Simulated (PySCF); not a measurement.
## A survey of 31P NMR shifts

Isolated molecule, non-relativistic, fast rotation and ring inversion assumed for equivalent nuclei, one conformer. σ from GIAO-PBE0/pcSseg-1; GFN2-xTB structure; PySCF 2.14.

Shieldings were converted by a linear fit to measured shifts: 31P (scatter 18.1 ppm rms vs H3PO4, solution or neat liquid). Occasional misses reach two or three times the rms, and more in compound classes unlike the fitted ones.

(1) Give the 31P shifts of `C#Cc1ccpc(C(=O)OC)c1`.

(2) Match the shifts 305.0, 223.9, 196.4, 152.7, -6.6 ppm to `COC(=O)c1ccccp1`, `COC(=O)c1cccpc1`, `CC(=O)c1oc2ccccc2p1`, `CC1=CC=C(F)[P@@H]1=S`, `[SiH3]/C=P/N([SiH3])[SiH3]`.

## Answers

(1) 
```json
{"compound": "C#Cc1ccpc(C(=O)OC)c1", "environment": "phosphorus bonded to 2 C, in a 6-membered ring", "δ (ppm)": "224.5"}
```

(2) 305.0: [SiH3]/C=P/N([SiH3])[SiH3] (phosphorus bonded to C, N); 223.9: COC(=O)c1ccccp1 (phosphorus bonded to 2 C, in a 6-membered ring); 196.4: COC(=O)c1cccpc1 (phosphorus bonded to 2 C, in a 6-membered ring); 152.7: CC(=O)c1oc2ccccc2p1 (phosphorus bonded to 2 C, in a 5-membered ring); -6.6: CC1=CC=C(F)[P@@H]1=S (phosphorus bonded to 2 C, S, H, in a 5-membered ring).
